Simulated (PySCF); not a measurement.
**Two-photon absorption: `InChI=1S/C6H2N2O/c7-3-1-2-6(4-8)5-9/h1,5H`**

Geometry:
```tsv
atom	x (Å)	y (Å)	z (Å)
N1	3.069	0.282	1.567
C2	2.343	0.018	0.703
C3	1.474	-0.320	-0.377
C4	0.206	0.009	-0.407
C5	-1.085	0.281	-0.419
C6	-1.594	1.496	-0.977
N7	-2.060	2.461	-1.419
C8	-2.071	-0.707	0.169
O9	-1.751	-1.768	0.617
H10	1.903	-0.880	-1.220
H11	-3.127	-0.349	0.143
```

Level of theory: TDDFT CAM-B3LYP/aug-cc-pVDZ excited states, vertical, gas phase (PySCF 2.14.0). Geometry: PBE0-D3(BJ)/def2-SVP.

**Question.** How strongly do the lowest singlets absorb one photon, and two photons of half the energy?

**Answer.** δ for parallel linear polarisation; σ at the peak of a Lorentzian of half width 0.1 eV, single beam; Ω is circular over linear.
```tsv
state	E (eV)	f	photon λ (nm)	δ (au)	σ (GM)	Ω	main
S1	3.74	0.000	664	0.2	0.00	1.50	HOMO→LUMO 0.81
S2	4.73	0.000	524	<0.1	0.00	–	HOMO−2→LUMO 0.79, HOMO→LUMO 0.09
S3	5.37	0.001	461	0.42	0.00	1.34	HOMO−1→LUMO+1 0.93
S4	5.52	0.206	449	79.5	0.89	1.35	HOMO−1→LUMO 0.83, HOMO→LUMO+1 0.10
S5	5.93	0.403	418	36.6	0.47	0.45	HOMO→LUMO+1 0.86, HOMO−1→LUMO 0.10
S6	6.25	0.000	397	0.19	0.00	1.23	HOMO−4→LUMO 0.56, HOMO→LUMO+3 0.16
```

Among these, the strongest one-photon state is S5, the strongest two-photon state S4, with a dipole change of 2.0 D (relaxed, norm of the difference vector).
